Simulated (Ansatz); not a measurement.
Species: AsH₄, charge 1, singlet. AsH4+ (SMILES [AsH4+]).
B3LYP-D3(BJ)/def2-TZVP minimum from Ansatz (a quantum-chemistry and plane-wave program):
```
As
H 1 1.4913
H 1 1.4913 2 109.47
H 1 1.4913 2 109.47 3 -120.00
H 1 1.4913 2 109.47 4 -120.00
```
Charge +1, spin multiplicity 1.

Total energies in cc-pVQZ, 8 correlated electrons, 14 frozen orbitals. UHF or UKS for unpaired electrons; spin-orbit terms are left out. Correlated methods leave the cores frozen (noble-gas shells, and filled d and f shells in the p block). No relativity.

```
method    program  energy (Eh)  minus CCSDT(Q) (mEh)
--------  -------  -----------  --------------------
HF         Ansatz  -2236.28419                191.79
MP2        Ansatz  -2236.44385                 32.13
CCSD       Ansatz  -2236.47035                  5.63
CCSD(T)    Ansatz  -2236.47518                  0.80
CCSDT(Q)   Ansatz  -2236.47598                  0.00
```

Rough core times of Ansatz's runs on a shared machine: CCSD(T) 20 s, CCSDT(Q) 10 min.
